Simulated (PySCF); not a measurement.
## Spin states and ions at one geometry of Pb3

PySCF 2.14.0, RKS r2SCAN, Pb def2-SVP with ECP60; non-relativistic Hamiltonian with scalar-relativistic core potentials where named; density fitting; no spin-orbit coupling; singlets restricted, open shells unrestricted. The geometry is relaxed for charge 0, singlet, vacuum:

```xyz
3

Pb    0.0000    0.0000    2.7634
Pb    0.0000    0.0000    0.0000
Pb    0.0000    0.0000   -2.7634
```

Energies count from the relaxed state; an electron taken off or put on is at rest in vacuum. Charges and spins are Mulliken's.

```json
{"state": "charge 0, singlet, vacuum", "energy (eV)": "0.00", "spin squared": "0.00", "charge on Pb1 (e)": "0.11", "spin on Pb1 (e)": "0.00", "dipole about the centre of mass (D)": "0.00"}
{"state": "charge 0, triplet, vacuum", "energy (eV)": "0.30", "spin squared": "2.01", "charge on Pb1 (e)": "0.04", "spin on Pb1 (e)": "0.80", "dipole about the centre of mass (D)": "0.00"}
{"state": "charge +1, doublet, vacuum", "energy (eV)": "6.48", "spin squared": "0.75", "charge on Pb1 (e)": "0.54", "spin on Pb1 (e)": "0.20", "dipole about the centre of mass (D)": "0.00"}
{"state": "charge -1, doublet, vacuum", "energy (eV)": "-1.73", "spin squared": "0.89", "charge on Pb1 (e)": "-0.38", "spin on Pb1 (e)": "0.82", "dipole about the centre of mass (D)": "0.00"}
```

Problem. What does the state charge 0, quintet, vacuum give?

Solution. energy (eV) 0.63, spin squared 6.01, charge on Pb1 (e) -0.06, spin on Pb1 (e) 1.41, dipole about the centre of mass (D) 0.00.

With an electron taken off (doublet) the charges change, summed by element, by Pb +1.00 e. The vertical ionisation energy is 6.48 eV, against −ε(HOMO) = 4.52 eV of the relaxed state. The level lies 2.0 eV too high, as is usual for semilocal functionals and global hybrids, which keep a self-interaction error.

With an electron put on (doublet) the charges change, summed by element, by Pb -1.00 e. The vertical electron affinity is 1.73 eV, against −ε(LUMO) = 3.50 eV of the relaxed state. The basis has no diffuse functions, which an added electron needs. The added electron's level lies above zero.

Open shells may have lower solutions than those found.

No frequency check is given that shows the relaxed geometry to be a minimum.
